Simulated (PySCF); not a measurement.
SMILES F[SiH](S[Si](O)(O)O)F (H₄F₂O₃SSi₂) (PBE0/def2-SVP optimised geometry):

```
12

Si    -0.338     1.634    -1.733
F     -1.162     2.824    -2.435
F     -0.323     0.394    -2.790
S     -1.371     1.036     0.000
Si    -0.711    -1.036     0.000
O      0.933    -1.036     0.000
O     -1.267    -1.846    -1.306
O     -1.304    -1.714     1.367
H      1.056     2.084    -1.562
H      1.371    -0.594     0.734
H     -1.074    -1.437    -2.160
H     -2.171    -2.128     1.312
```

Calculation: PBE0/def2-TZVP (PySCF).

Question: What are the frontier orbital energies and the dipole moment?

Answer: HOMO-2 -9.66 eV, HOMO-1 -9.22 eV, HOMO -8.15 eV, LUMO -0.11 eV, LUMO+1 0.23 eV; dipole moment 1.33 D.

On the same geometry PBE/def2-TZVP (PySCF) gives HOMO-2 -8.04 eV, HOMO-1 -7.77 eV, HOMO -6.83 eV, LUMO -1.00 eV, LUMO+1 -0.68 eV; dipole moment 1.27 D.

Meta-Löwdin charges at PBE0/def2-TZVP: Si1 1.25, F2 -0.49, F3 -0.51, S4 -0.43, Si5 1.43, O6 -0.75, O7 -0.75, O8 -0.75, H9 -0.11, H10 0.37, H11 0.37, H12 0.37.
